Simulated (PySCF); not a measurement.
Molecule: SMILES COC1=C(F)CCC1=O, C6H7FO2.

Cartesian coordinates in Å; atom numbers follow the order of the lines, from 1:
```xyz
16

C     2.6755   -0.0563    0.3612
O     1.5427    0.6240    0.8623
C     0.3472    0.2939    0.3458
C    -0.0275   -0.5882   -0.5950
F     0.7684   -1.4173   -1.3010
C    -1.4949   -0.6298   -0.8646
C    -2.0566    0.4175    0.0956
C    -0.8659    0.9868    0.8501
O    -0.9085    1.8398    1.6964
H     3.5282    0.3495    0.9012
H     2.6049   -1.1323    0.5425
H     2.8025    0.1193   -0.7106
H    -1.7006   -0.3926   -1.9111
H    -1.8925   -1.6295   -0.6745
H    -2.7613   -0.0047    0.8118
H    -2.5691    1.2286   -0.4215
```

Frames of a GFN2-xTB Langevin trajectory at 300 K; GIAO PBE0/pcSseg-1 shieldings in PySCF 2.14.0 with density-fitted response routines, gas phase, non-relativistic; equivalent atoms averaged within each frame.

Chemical shifts δ = σref − σ; 13C (σ = 186.93 ppm) and 1H (σ = 31.72 ppm) vs TMS; 17O (σ = 336.08 ppm) against H2O; 19F (σ = 170.95 ppm) against CFCl3, all at this level. The references are static minima.

Q: How do the shifts (ppm) fluctuate along the trajectory?

A: 
| time (fs) | C8 | C4 | C3 | C1 | C7 | C6 | O9 | O2 | F5 | H10/H11/H12 |
| --- | --- | --- | --- | --- | --- | --- | --- | --- | --- | --- |
| 250 | 205.2 | 179.6 | 149.5 | 64.7 | 38.4 | 24.5 | 616.2 | 87.2 | -121.5 | 4.30 |
| 425 | 192.8 | 176.2 | 148.3 | 51.1 | 41.7 | 28.2 | 606.7 | 81.3 | -100.4 | 3.70 |
| 625 | 200.5 | 183.6 | 141.2 | 57.9 | 41.8 | 23.6 | 645.5 | 93.4 | -122.1 | 4.16 |
| 800 | 206.0 | 172.1 | 139.6 | 54.9 | 38.0 | 21.9 | 656.5 | 71.2 | -118.8 | 3.71 |
| 1000 | 191.5 | 170.9 | 146.9 | 64.6 | 28.7 | 28.9 | 585.9 | 92.4 | -135.2 | 4.78 |
| mean of frames | 199.2 | 176.5 | 145.1 | 58.6 | 37.7 | 25.4 | 622.2 | 85.1 | -119.6 | 4.13 |
| standard deviation | 6.8 | 5.3 | 4.4 | 6.0 | 5.3 | 3.0 | 28.8 | 9.1 | 12.5 | 0.45 |

5 frames give an uncertainty of the mean of about the standard deviation over 2.2 at best, since frames this close in time may not be independent; classical motion lacks zero-point vibration, and the reference would need the same averaging.
